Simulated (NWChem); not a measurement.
Species: Si₂H₃OF₃; SMILES F[SiH2]O[SiH](F)F

```xyz
9

Si     0.4968    -1.7044    -0.3736
F     -0.6629    -2.5445     0.3560
O      0.5663    -0.1993     0.2969
Si    -0.1238     1.2702     0.4126
F      0.8675     2.3627    -0.1985
F     -1.4581     1.2972    -0.4686
H      1.7913    -2.3671    -0.1170
H      0.1637    -1.6036    -1.8111
H     -0.4269     1.6062     1.8073
```
Atoms are numbered in this order, from 1.

Computed with NWChem. Geometry: optimised at B3LYP/6-31G* (spherical d).

Question: Predict the results for PBE/cc-pVTZ. Quantities: highest occupied level (eV); orbital gap (eV); dipole (D).

Answer: 
```yaml
highest occupied level (eV): -8.11
orbital gap (eV): 7.66
dipole (D): 0.91
```
